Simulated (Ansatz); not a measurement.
Geometry optimisation, RKS LDA/def2-SVP in Ansatz 0.2.0.

Input:

```yaml
crystal:
  periodic: [false, false, false]
  atoms:
    - { symbol: W, position_ang: [0.285792, 0.277269, -0.376387] }
    - { symbol: Cl, position_ang: [-0.232184, -0.244251, 3.146746] }
    - { symbol: F, position_ang: [1.916354, 0.048873, -1.200588] }
    - { symbol: F, position_ang: [0.098, 1.920855, -1.185782] }
    - { symbol: F, position_ang: [-1.350485, 0.502669, 0.423274] }
    - { symbol: F, position_ang: [0.465694, -1.36629, 0.418123] }
    - { symbol: F, position_ang: [-0.513283, -0.489988, -1.842065] }
    - { symbol: F, position_ang: [1.163805, 1.12903, 1.011778] }
    - { symbol: H, position_ang: [0.620707, 0.778733, 3.028802] }
basis:
  gaussian: { orbitals: def2-SVP }
hamiltonian:
  xc: lda
relax:
  f_tol: 0.03
  max_steps: 50
```

Command:

```bash
$ ansatz run input.yaml --threads 4 --pin off --max-ram 5120MiB --backend cpu --events-out ev --progress --plain --runs-dir out
```

Q: Where does it end, and by what steps?

A: It converged. After 6 steps the energy has fallen by 0.060 eV; Cl2 moved furthest, 0.28 Å.

| step | energy less start (eV) | largest force component (eV/Å) | accepted |
| --- | --- | --- | --- |
| 0 | 0.0000 | 0.757 | yes |
| 1 | -0.0334 | 0.651 | yes |
| 2 | -0.0527 | 0.161 | yes |
| 3 | -0.0575 | 0.210 | yes |
| 4 | -0.0595 | 0.080 | yes |
| 5 | -0.0601 | 0.035 | yes |
| 6 | -0.0602 | 0.005 | yes |

```xyz
9
Properties=species:S:1:pos:R:3
W 0.289 0.292 -0.409
Cl -0.239 -0.181 3.424
F 1.934 0.089 -1.209
F 0.121 1.934 -1.222
F -1.341 0.529 0.401
F 0.494 -1.337 0.414
F -0.520 -0.514 -1.847
F 1.118 1.116 1.037
H 0.599 0.628 2.837
```

Whether the end is a true minimum wasn't checked by a vibrational analysis.

The run took 8.5 s on 4 threads of Arm Neoverse V2, on a shared host, peak memory 0.2 GiB.
